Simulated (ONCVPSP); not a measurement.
## Logarithmic derivatives: Mo (Z = 42), ONCV

ONCVPSP 4.0.1 input, shortened (lines: element, Z, core and valence counts, functional; n l f; lmax; l rc ep ncon nbas qcut; lloc lpopt rc5 dvloc0; l nproj debl; icmod fcfact rcfact), LDA (Perdew-Wang 92), scalar-relativistic:

```
  Mo 42.00    6    4  -001012      upf
    1    0    2.00
    2    0    2.00
    2    1    6.00
    3    0    2.00
    3    1    6.00
    3    2   10.00
    4    0    2.00
    4    1    6.00
    4    2    5.00
    5    0    1.00
    3
    0    1.70    0.00    4    9    8.80
    1    2.00    0.00    4    7    5.70
    2    1.65    0.00    5    8    6.20
    3    1.65    0.40    4    8    6.60
    3    5    1.65    0.00
    0    2    0.40
    1    2    2.20
    2    1    3.80
    3    0    1.30
    1    0.25    0.00
```

The phase is arctan(r·R′/R) of the radial function R(r), unwrapped; energies in Ha, scanned from -4 to 5 Ha. A pole is an energy at which the radial function vanishes at the test radius. The pseudo phase is shifted by a multiple of π to meet the all-electron one at the reference energy, and phase errors are pseudo minus all-electron; the curves can meet again beyond the range given. Levels narrower than the energy grid can be missing from the lists of poles.

Q: For each channel, where are the poles, and over which energies does the pseudopotential scatter like the atom?

A:

| channel | radius (bohr) | reference energy (Ha) | poles, all-electron | poles, pseudo | unbroken range about the reference energy with phases within 0.05 rad | phase error 1 Ha above the reference energy (rad) |
| --- | --- | --- | --- | --- | --- | --- |
| s | 1.73 | -0.16 | -1.86 | -1.86 | the whole range | +0.003 |
| p | 2.03 | -1.42 | -1.13, 4.57 | -1.13, 4.61 | the whole range | +0.000 |
| d | 1.68 | -0.14 | 1.45 | 1.47 | below 4.2 | +0.002 |
| f | 1.68 | 0.40 | 3.34 | 3.79 | below 3.2 | +0.023 |

Phases in the p channel:

```tsv
E (Ha)	all-electron	pseudo
-3.98	1.323	1.324
-3.74	1.309	1.309
-3.50	1.292	1.292
-3.26	1.270	1.270
-3.02	1.242	1.242
-2.78	1.204	1.204
-2.54	1.148	1.148
-2.30	1.054	1.054
-2.06	0.855	0.856
-1.82	0.251	0.251
-1.58	-0.940	-0.940
-1.34	-1.411	-1.411
-1.10	-1.586	-1.586
-0.86	-1.685	-1.685
-0.62	-1.760	-1.760
-0.38	-1.828	-1.828
-0.14	-1.901	-1.901
0.10	-1.991	-1.990
0.34	-2.114	-2.114
0.58	-2.301	-2.301
0.82	-2.608	-2.608
1.06	-3.086	-3.086
1.30	-3.606	-3.606
1.54	-3.973	-3.972
1.78	-4.193	-4.192
2.02	-4.328	-4.327
2.26	-4.418	-4.417
2.50	-4.482	-4.481
2.74	-4.530	-4.529
2.98	-4.568	-4.567
3.22	-4.599	-4.598
3.46	-4.625	-4.623
3.70	-4.647	-4.646
3.94	-4.667	-4.665
4.18	-4.686	-4.683
4.42	-4.703	-4.700
4.66	-4.719	-4.715
4.90	-4.734	-4.731
```
